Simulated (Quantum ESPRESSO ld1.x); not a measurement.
Question: The aim is neutral silicon in [Ne] 3s2 3p2. What will ld1.x (Quantum ESPRESSO 7.5) do with this input?

```
 &input
    zed=14.0,
    iswitch=1,
    rel=2,
    dft='PBESOL',
    config='[Ne] 3s2 3p2',
    lsmall=.true.,
    xmin=-20.0,
    prefix='ld1',
    max_out_wfc=37,
    file_charge='ld1.rho',
 /
```

Answer: Not converged. The mesh starts very near the nucleus; the cycle ends with warnings and the numbers are not to be used.

Output (excerpt):

```
     Program LD1 v.7.5 starts

 state nlj           2           1  0.50000000000000000       not converged   [738 such lines]
 state nlj           2           1   1.5000000000000000       not converged   [312 such lines]
     Message from routine scf:
     warning: convergence not achieved
     --------------------------- All-electron run ----------------------------

     dirac relativistic calculation

     atomic number is 14.00
     dft =PBESOL   lsd =0 sic =0 latt =0  beta=0.20 tr2=1.0E-14
     Exchange-correlation= PBESOL
                           (   1   4  10   8   0   0   0)
     mesh =3407 r(mesh) = 100.37796 a.u. xmin =-20.00 dx = 0.00800
     1 Ry =  13.60569312 eV, c = 137.03599908

     n l j   nl                  e(Ry)          e(Ha)          e(eV)
     Spin orbit split results
     1 0 0.5 1S 1( 2.00)      -174.8493       -87.4247     -2378.9460
     2 0 0.5 2S 1( 2.00)      -173.5811       -86.7906     -2361.6918
     2 1 0.5 2P 1( 2.00)       -33.1087       -16.5543      -450.4668
     2 1 1.5 2P 1( 4.00)       -33.0071       -16.5035      -449.0838
     3 0 0.5 3S 1( 2.00)       -36.6760       -18.3380      -499.0028
     3 1 0.5 3P 1( 2.00)       -12.7647        -6.3824      -173.6726
     3 1 1.5 3P 1( 0.00)       -35.1629       -17.5815      -478.4158
     Averaged results
     1 0     1S 1( 2.00)      -174.8493       -87.4247     -2378.9460
     2 0     2S 1( 2.00)      -173.5811       -86.7906     -2361.6918
     2 1     2P 1( 6.00)       -33.0409       -16.5205      -449.5448
     3 0     3S 1( 2.00)       -36.6760       -18.3380      -499.0028
     3 1     3P 1( 2.00)       -27.6968       -13.8484      -376.8347

     final scf error:  1.7E+24 reached in 201 iterations

     Etot =   -1052.100016 Ry,    -526.050008 Ha,  -14314.549953 eV

     Ekin =    -136.591259 Ry,     -68.295629 Ha,   -1858.418751 eV
     Encl =    -958.456367 Ry,    -479.228183 Ha,  -13040.463195 eV
     Eh   =      64.368406 Ry,      32.184203 Ha,     875.776773 eV
     Exc  =     -21.420796 Ry,     -10.710398 Ha,    -291.444780 eV
```

Run on one thread of a shared host, so times are rough (Intel(R) Xeon(R) Processor @ 2.60GHz): 11 s of CPU time, 12 s wall, 201 iterations on 3407 mesh points.
